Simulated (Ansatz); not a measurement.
Job for Ansatz (an electronic-structure program): R-PBE0/def2-TZVPPD on H2 (SMILES [H][H]) with ghost functions. Files ending in .json are basis or fitting sets from the Basis Set Exchange.

Ansatz 0.2 input:
```yaml
crystal:
  periodic: [false, false, false]
  atoms:
    - {symbol: H, position_ang: [0.02112484, -0.16024289, 2.47263890]}
    - {symbol: H, position_ang: [0.02149330, -0.20912287, 3.21902416]}
basis:
  gaussian:
    orbitals: def2-TZVPPD.json
    ghost_atoms:
      - {symbol: N, position_ang: [0.01522322, -0.00224475, -0.13802728]}
      - {symbol: H, position_ang: [-0.71300871, 0.61806576, -0.47296942]}
      - {symbol: H, position_ang: [0.89789972, 0.34402507, -0.49617708]}
      - {symbol: H, position_ang: [-0.14559084, -0.91232292, -0.55419199]}
hamiltonian:
  xc: {name: PBE0}
scf: {lower_state_search: off}
```

The log:

```
WARN ansatz: RAYON_NUM_THREADS=1 ignored (pool sized by the plan → 1); use --threads N
Functional definition: PBE0
these checks for a lower state are left out or cut short: stability, starts, cluster_reference, orbital_swaps, neighbouring_geometries, increment
integrals: 0.02 GiB planned
451 factors; their error is unknown
mean field: 0.25 GiB planned
mean field evaluation 1: about -31.7100 eV, gradient 5.4e0 eV
mean field evaluation 2: about -31.7973 eV, gradient 8.0e-1 eV
mean field evaluation 4: about -31.7964 eV, gradient 1.6e-1 eV
mean field evaluation 8: about -31.7964 eV, gradient 4.1e-5 eV
mean field -31.79642605 eV, -1.1684971049 hartree, gradient 1.6e-6 eV, S^2 0.000000; 0 other end points of the search recorded, 0 dependent functions left out
reference -31.79644281 eV, -1.1684977210 hartree; 1, 1 occupied and 121, 121 virtual orbitals, 451 factors
Total energy: -31.79644281 eV, -1.1684977210 hartree
Checks for a lower state left out: stability, starts, cluster_reference, orbital_swaps, neighbouring_geometries, increment
```

Self-consistency was reached.

Cost: roughly 0.6 core-seconds.
